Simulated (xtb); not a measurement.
C4H9NO, singlet, geometry from GFN2-xTB, atoms displaced at random by about 0.1 Å a coordinate; GFN1-xTB (xtb).

Input for xtb:
```
$ xtb mol.xyz --gfn 1 --opt --input xcontrol --json

# file mol.xyz
15

C     -1.68520522    -0.68216107    -0.74445102
N     -0.71704996     0.06427487    -0.03880244
C     -0.89830690     0.39711010     1.53794497
C      0.60258527     0.01815859    -0.38690099
C      1.96923121     0.49679750     0.59373750
O      0.68336451    -0.22027322    -1.54027182
H     -2.40243384     0.42824006    -0.83450020
H     -1.42875569    -0.64850787    -1.60492741
H     -2.18512820    -1.67312259    -0.07299434
H     -0.39938849     1.39412661     1.84866157
H     -0.53024305    -0.60482752     2.12057120
H     -1.75662501     0.62956205     1.56997003
H      2.75791778     0.40813142     0.08300327
H      1.47576940     1.42242628     0.85015568
H      2.02380278    -0.13865924     1.35889807

# file xcontrol
$opt
  engine=inertial
$end
```

Task: Write the output that xtb gives for this input, abridged.

Result: 
```
   ID    Z sym.   atoms
    1    6 C      1, 3-5
    2    7 N      2
    3    8 O      6
    4    1 H      7-15

           -------------------------------------------------
          |                Calculation Setup                |
           -------------------------------------------------

           -------------------------------------------------
          |                 G F N 1 - x T B                 |
           -------------------------------------------------

          ...................................................
          :                      SETUP                      :
          :.................................................:
          :  # basis functions                  42          :
          :  # atomic orbitals                  42          :
          :  # shells                           30          :
          :  # electrons                        36          :
          :  # halogen bonds                     0          :
          :  max. iterations                   250          :
          :  Hamiltonian                  GFN1-xTB          :
          :  restarted?                      false          :
          :  GBSA solvation                  false          :
          :  PC potential                    false          :
          :  electronic temp.          300.0000000     K    :
          :  accuracy                    1.0000000          :
          :  -> integral cutoff          0.2500000E+02      :
          :  -> integral neglect         0.1000000E-07      :
          :  -> SCF convergence          0.1000000E-05 Eh   :
          :  -> wf. convergence          0.2000000E-04 e    :
          :  Broyden damping             0.4000000          :
          :  net charge                          0          :
          :  unpaired electrons                  0          :
          ...................................................

 iter      E             dE          RMSdq      gap      omega  full diag
   1    -21.2283834 -0.212284E+02  0.771E+00    5.27       0.0  T
   2    -21.3174144 -0.890309E-01  0.454E+00    4.73       1.0  T
   3    -21.3140597  0.335474E-02  0.161E+00    5.16       1.0  T
   4    -21.3228937 -0.883405E-02  0.153E-01    4.86       1.0  T
   5    -21.3230718 -0.178093E-03  0.380E-02    4.91       1.0  T
   6    -21.3230810 -0.922882E-05  0.119E-02    4.90       2.2  T
   7    -21.3230814 -0.367483E-06  0.129E-03    4.90      20.1  T
   8    -21.3230814 -0.131894E-07  0.446E-04    4.90      57.9  T
   9    -21.3230814 -0.187694E-08  0.917E-05    4.90     281.6  T
  10    -21.3230814 -0.388525E-10  0.302E-05    4.90     855.2  T

   *** convergence criteria satisfied after 10 iterations ***

         :::::::::::::::::::::::::::::::::::::::::::::::::::::
         ::                     SUMMARY                     ::
         :::::::::::::::::::::::::::::::::::::::::::::::::::::
         :: total energy             -20.970960953697 Eh    ::
         :: gradient norm              0.613339517877 Eh/a0 ::
         :: HOMO-LUMO gap              4.900691709375 eV    ::
         ::.................................................::
         :: SCC energy               -21.323081406759 Eh    ::
         :: -> electrostatic           0.064368006185 Eh    ::
         :: repulsion energy           0.357350941656 Eh    ::
         :: dispersion energy         -0.005230488595 Eh    ::
         :: halogen bond corr.         0.000000000000 Eh    ::
         :: add. restraining           0.000000000000 Eh    ::
         :: total charge               0.000000000000 e     ::
         :::::::::::::::::::::::::::::::::::::::::::::::::::::

      -----------------------------------------------------------
     |              Fast Inertial Relaxation Engine              |
      -----------------------------------------------------------

          ...................................................
          :                      SETUP                      :
          :.................................................:
          :   energy convergence        0.5000000E-05 Eh    :
          :   grad. convergence         0.1000000E-02 Eh/a0 :
          :   optimization log               true           :
          :   writing optlog all                1     steps :
          :   Hessian reset                    20     steps :
          :   time step scaling                 5     steps :
          :   maximium step len.        1.0000000     a0    :
          :   initial time step         0.2500000     fs    :
          :   maximum time step         1.2500000     fs    :
          :   power reset thr           0.0000000     au    :
          :   alpha parameter           0.1000000           :
          :   BFGS update                   false           :
          :   preconditioning               false           :
          ...................................................

........................................................................
.............................. CYCLE    1 ..............................
........................................................................

 iter      E             dE          RMSdq      gap      omega  full diag
   1    -21.3251460 -0.213251E+02  0.407E-02    4.88       0.0  T
   2    -21.3251727 -0.266580E-04  0.137E-02    4.90       1.9  T
   3    -21.3251732 -0.530904E-06  0.662E-03    4.90       3.9  T
   4    -21.3251732 -0.338517E-07  0.200E-03    4.90      12.9  T
   5    -21.3251732 -0.593776E-08  0.537E-04    4.90      48.1  T
   6    -21.3251732 -0.103289E-08  0.165E-04    4.90     156.3  T
   7    -21.3251732 -0.139217E-09  0.393E-05    4.90     656.6  T
 * total energy  :   -21.0106149 Eh     change    :  -0.3965398E-01 Eh
   gradient norm :     0.4959986 Eh/a0  converged?    E=F G=F D=F
   time step     :     0.2500000 fs     power     :   0.1881918E-05
   step length   :     0.0718821 a0     speed     :   0.6954978E-02

[...]
 * total energy  :   -21.2088584 Eh     change    :  -0.3575757E-05 Eh
 * total energy  :   -21.2088612 Eh     change    :  -0.2802737E-05 Eh
 * total energy  :   -21.2088655 Eh     change    :  -0.4288274E-05 Eh
 * total energy  :   -21.2088698 Eh     change    :  -0.4302421E-05 Eh
 * total energy  :   -21.2088725 Eh     change    :  -0.2707253E-05 Eh
 * total energy  :   -21.2088766 Eh     change    :  -0.4139289E-05 Eh
 * total energy  :   -21.2088802 Eh     change    :  -0.3546650E-05 Eh
 * total energy  :   -21.2088844 Eh     change    :  -0.4246425E-05 Eh
 * total energy  :   -21.2088893 Eh     change    :  -0.4851787E-05 Eh
 * total energy  :   -21.2088934 Eh     change    :  -0.4140394E-05 Eh
 * total energy  :   -21.2088985 Eh     change    :  -0.5110996E-05 Eh
 * total energy  :   -21.2089022 Eh     change    :  -0.3700705E-05 Eh
 * total energy  :   -21.2089059 Eh     change    :  -0.3728734E-05 Eh
   *** GEOMETRY OPTIMIZATION CONVERGED AFTER 94 CYCLES ***
[...]
         :: total energy             -21.208905949737 Eh    ::
         :: gradient norm              0.000735594019 Eh/a0 ::
         :: HOMO-LUMO gap              5.155549573066 eV    ::
         ::.................................................::
         :: SCC energy               -21.443264536027 Eh    ::
         :: -> electrostatic           0.070855314914 Eh    ::
         :: repulsion energy           0.239567852525 Eh    ::
         :: dispersion energy         -0.005209266234 Eh    ::
         :: halogen bond corr.         0.000000000000 Eh    ::
         :: add. restraining           0.000000000000 Eh    ::
         :: total charge              -0.000000000000 e     ::
         :::::::::::::::::::::::::::::::::::::::::::::::::::::

           -------------------------------------------------
          |                Property Printout                |
           -------------------------------------------------

    * Orbital Energies and Occupations

         #    Occupation            Energy/Eh            Energy/eV
      -------------------------------------------------------------
         1        2.0000           -0.7959965             -21.6602
       ...           ...                  ...                  ...
         6        2.0000           -0.6030656             -16.4102
         7        2.0000           -0.5867860             -15.9673
         8        2.0000           -0.5850225             -15.9193
         9        2.0000           -0.5685995             -15.4724
        10        2.0000           -0.5519960             -15.0206
        11        2.0000           -0.5372344             -14.6189
        12        2.0000           -0.5309064             -14.4467
        13        2.0000           -0.5236232             -14.2485
        14        2.0000           -0.5180572             -14.0971
        15        2.0000           -0.5153621             -14.0237
        16        2.0000           -0.5053473             -13.7512
        17        2.0000           -0.4336801             -11.8010
        18        2.0000           -0.4181876             -11.3795 (HOMO)
        19                         -0.2287247              -6.2239 (LUMO)
        20                         -0.1568490              -4.2681
        21                         -0.1426056              -3.8805
        22                         -0.1268290              -3.4512
        23                         -0.1032399              -2.8093
        24                         -0.0888786              -2.4185
        25                         -0.0766155              -2.0848
        26                         -0.0609660              -1.6590
        27                         -0.0561350              -1.5275
        28                         -0.0483595              -1.3159
        29                          0.0372682               1.0141
       ...                                ...                  ...
        42                          0.6956861              18.9306
      -------------------------------------------------------------
                  HL-Gap            0.1894630 Eh            5.1555 eV
             Fermi-level           -0.3234562 Eh           -8.8017 eV

  Mulliken/CM5 charges         n(s)   n(p)   n(d)
     1C     0.06016 -0.02800   0.984  2.956  0.000
     2N    -0.27832 -0.55077   1.438  3.840  0.000
     3C     0.05248 -0.03709   0.984  2.963  0.000
     4C     0.47071  0.56380   0.991  2.539  0.000
     5C    -0.13204 -0.27038   1.021  3.111  0.000
     6O    -0.55934 -0.60818   1.724  4.836  0.000
     7H     0.02851  0.08970   0.971  0.000  0.000
     8H     0.07024  0.14021   0.930  0.000  0.000
     9H     0.02836  0.08958   0.972  0.000  0.000
    10H     0.03637  0.09852   0.964  0.000  0.000
    11H     0.03419  0.09477   0.966  0.000  0.000
    12H     0.04006  0.10253   0.960  0.000  0.000
    13H     0.06122  0.11729   0.939  0.000  0.000
    14H     0.04439  0.09966   0.956  0.000  0.000
    15H     0.04302  0.09835   0.957  0.000  0.000

Wiberg/Mayer (AO) data.
largest (>0.10) Wiberg bond orders for each atom

 ---------------------------------------------------------------------------
     #   Z sym  total        # sym  WBO       # sym  WBO       # sym  WBO
 ---------------------------------------------------------------------------
     1   6 C    3.951 --     7 H    0.987     9 H    0.986     8 H    0.976
                             2 N    0.949
     2   7 N    3.340 --     4 C    1.226     3 C    0.961     1 C    0.949
                             6 O    0.164
     3   6 C    3.965 --    12 H    0.987    10 H    0.983    11 H    0.983
                             2 N    0.961
     4   6 C    3.901 --     6 O    1.629     2 N    1.226     5 C    0.981
     5   6 C    3.995 --    13 H    0.983     4 C    0.981    15 H    0.974
                            14 H    0.972
     6   8 O    1.930 --     4 C    1.629     2 N    0.164
     7   1 H    1.007 --     1 C    0.987
     8   1 H    1.012 --     1 C    0.976
     9   1 H    1.004 --     1 C    0.986
    10   1 H    1.009 --     3 C    0.983
    11   1 H    1.005 --     3 C    0.983
    12   1 H    1.005 --     3 C    0.987
    13   1 H    1.007 --     5 C    0.983
    14   1 H    1.002 --     5 C    0.972
    15   1 H    1.002 --     5 C    0.974
 ---------------------------------------------------------------------------

Topologies differ in total number of bonds
Writing topology from bond orders to xtbtopo.mol

 dipole moment from electron density (au)
     X       Y       Z
  -0.8598   0.3549   1.8227  total (Debye):    5.201

optimized geometry written to: xtbopt.xyz

           -------------------------------------------------
          | TOTAL ENERGY              -21.208905949737 Eh   |
          | GRADIENT NORM               0.000735594019 Eh/α |
          | HOMO-LUMO GAP               5.155549573066 eV   |
           -------------------------------------------------
```
